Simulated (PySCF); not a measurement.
Species: C₈H₁₃N.
SMILES with atom numbers: `[CH:1]1=[CH:2][CH2:3][N:4]([CH:5]2[CH2:6][CH2:7][CH2:8]2)[CH2:9]1` (hydrogens: H10 on C1; H11 on C2; H12, H13 on C3; H14 on C5; H15, H16 on C6; H17, H18 on C7; H19, H20 on C8; H21, H22 on C9)

The same species was optimised twice, with GFN2-xTB and with PBE0-D3(BJ)/def2-SVP (PySCF), and the same property calculations (PySCF, gas phase) were run on both structures.

| coordinate | GFN2-xTB | PBE0-D3(BJ)/def2-SVP | change |
| --- | --- | --- | --- |
| C1=C2 (Å) | 1.320 | 1.334 | +0.014 |
| C3–N4 (Å) | 1.461 | 1.451 | -0.010 |
| N4–C9 (Å) | 1.461 | 1.452 | -0.009 |
| N4–C5 (Å) | 1.437 | 1.428 | -0.009 |
| C7–C8 (Å) | 1.535 | 1.540 | +0.005 |
| C6–C7 (Å) | 1.535 | 1.540 | +0.005 |
| C1–C9 (Å) | 1.496 | 1.499 | +0.003 |
| C2–C3 (Å) | 1.496 | 1.499 | +0.003 |
| C5–C8 (Å) | 1.540 | 1.540 | 0.000 |
| C5–C6 (Å) | 1.540 | 1.540 | 0.000 |
| N4–C5–C8 (°) | 115.5 | 117.8 | +2.3 |
| N4–C5–C6 (°) | 115.5 | 117.7 | +2.2 |
| C3–N4–C5 (°) | 114.4 | 116.5 | +2.1 |
| C5–N4–C9 (°) | 114.4 | 116.4 | +2.0 |
| C2–C3–N4 (°) | 104.2 | 102.9 | -1.3 |
| C1–C9–N4 (°) | 104.2 | 102.9 | -1.3 |
| C5–C8–C7 (°) | 89.3 | 88.3 | -1.0 |
| C6–C7–C8 (°) | 89.3 | 88.3 | -1.0 |
| C3–N4–C5–C6 (°) | 168 | 167 | -1 |

Rotational constants: A = 4438, B = 1052, C = 890.3 MHz (GFN2-xTB) against A = 4461, B = 1035, C = 877.8 MHz (PBE0-D3(BJ)/def2-SVP). Point groups within 0.08 Å: Cs and Cs. Atoms that the bonding makes alike are paired by their places after alignment.

On the GFN2-xTB structure: HOMO (eV) -5.82 [PBE0/pcSseg-1]; LUMO (eV) 0.56 [PBE0/pcSseg-1]; dipole (D) 0.69 [PBE0/pcSseg-1]; GIAO shielding of C1/C2 (mean) (ppm) 51.8 [PBE0/pcSseg-1]; GIAO shielding of C3/C9 (mean) (ppm) 123.8 [PBE0/pcSseg-1]; GIAO shielding of N4 (ppm) 201.6 [PBE0/pcSseg-1]; GIAO shielding of C5 (ppm) 126.4 [PBE0/pcSseg-1]; GIAO shielding of C6/C8 (mean) (ppm) 158.3 [PBE0/pcSseg-1]; GIAO shielding of C7 (ppm) 172.0 [PBE0/pcSseg-1].

What do these properties become on the PBE0-D3(BJ)/def2-SVP structure?

| property | level | on GFN2-xTB | on PBE0-D3(BJ)/def2-SVP | change |
| --- | --- | --- | --- | --- |
| HOMO (eV) | PBE0/pcSseg-1 | -5.82 | -5.81 | +0.01 |
| LUMO (eV) | PBE0/pcSseg-1 | 0.56 | 0.48 | -0.08 |
| dipole (D) | PBE0/pcSseg-1 | 0.69 | 0.54 | -0.15 |
| energy, GFN2-xTB geometry as zero (kcal/mol) | PBE0/pcSseg-1 | 0.0 | -1.4 | -1.4 |
| GIAO shielding of C1/C2 (mean) (ppm) | PBE0/pcSseg-1 | 51.8 | 47.7 | -4.1 |
| GIAO shielding of C3/C9 (mean) (ppm) | PBE0/pcSseg-1 | 123.8 | 125.7 | +1.9 |
| GIAO shielding of N4 (ppm) | PBE0/pcSseg-1 | 201.6 | 200.0 | -1.6 |
| GIAO shielding of C5 (ppm) | PBE0/pcSseg-1 | 126.4 | 126.5 | +0.1 |
| GIAO shielding of C6/C8 (mean) (ppm) | PBE0/pcSseg-1 | 158.3 | 154.4 | -3.9 |
| GIAO shielding of C7 (ppm) | PBE0/pcSseg-1 | 172.0 | 167.8 | -4.2 |

The heavy atoms differ by 0.084 Å rms after alignment (one structure mirrored). Among bonds between heavy atoms C1=C2 changes most (+0.014 Å). Changes are differences of the printed values. Neither structure is proved a minimum here.
